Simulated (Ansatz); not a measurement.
Basis-set extrapolation for `NB(O)[SiH2]F` (PBE0-D4/def2-TZVP geometry, frozen core, Ansatz). Multiplicity 1, RHF reference.

```tsv
	def2-TZVPP	def2-QZVPP
HF	-545.563699	-545.585310
MP2 correlation	-0.921231	-0.996977
CCSD(T) correlation	-0.985498	not run
```

Energies in hartree. Use E(X) = E(∞) + A·exp(−7.88·√X) for Hartree–Fock and E(X) = E(∞) + B·X^(−2.97) for correlation, with X = 3 and 4, and add CCSD(T) minus MP2 of the smaller set to the MP2 limit.

What is the CCSD(T) energy at the basis-set limit?

HF limit: -545.585310 + (-0.021611) × 0.13774 = -545.58829. MP2 limit: -0.996977 + (-0.075746) × 0.74074 = -1.05309. Higher-order term: -0.985498 − (-0.921231) = -0.06427. Total: -546.70565 hartree, 410.8 kJ/mol below CCSD(T)/def2-TZVPP.
